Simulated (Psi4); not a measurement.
Psi4 input (wB97X-D/6-311+G**):

```
memory 1500 MB

molecule {
-1 1
Si   -1.18640443   -0.20778271    0.29922108
P     1.10210299    0.18323999   -0.27539270
H    -1.66743176    0.52361770   -0.97018141
H    -1.23077553    1.07940623    1.14709630
H     1.28795047   -0.97616809   -1.08835501
H     1.68837388   -0.46649774    0.85323543
symmetry c1
no_reorient
no_com
}

set {
  basis 6-311+G**
  reference rks
  scf_type pk
  dft_radial_points 99
  dft_spherical_points 590
  e_convergence 1e-8
  d_convergence 1e-7
  maxiter 150
}

e = energy('wb97x-d')
print_out(f'\nFINAL {e:.10f} DIPOLE {variable("CURRENT DIPOLE")[0]:.6f} {variable("CURRENT DIPOLE")[1]:.6f} {variable("CURRENT DIPOLE")[2]:.6f}\n')
```

From the last part of the output:

```
    One-Electron Energy =               -1039.7438429754060962
    Two-Electron Energy =                 360.6899004507417885
    DFT Exchange-Correlation Energy =     -33.0384024841116997
    Empirical Dispersion Energy =          -0.0012246679869199
    VV10 Nonlocal Energy =                  0.0000000000000000
    Total Energy =                       -633.2604109086969402

Computation Completed

Properties will be evaluated at   0.000000,   0.000000,   0.000000 [a0]

Properties computed using the SCF density matrix

 Multipole Moments:

 ------------------------------------------------------------------------------------
     Multipole            Electronic (a.u.)      Nuclear  (a.u.)        Total (a.u.)
 ------------------------------------------------------------------------------------

 L = 1.  Multiply by 2.5417464519 to convert [e a0] to [Debye]
 Dipole X            :          1.0040590           -0.0000002            1.0040588
 Dipole Y            :         -0.0132815            0.0000000           -0.0132815
 Dipole Z            :         -0.2035853           -0.0000001           -0.2035854
 Magnitude           :                                                    1.0245768

 ------------------------------------------------------------------------------------

FINAL -633.2604109087 DIPOLE 1.004059 -0.013282 -0.203585

*** Psi4 exiting successfully. Buy a developer a beer!
```

The dipole moment of an ion depends on the origin.
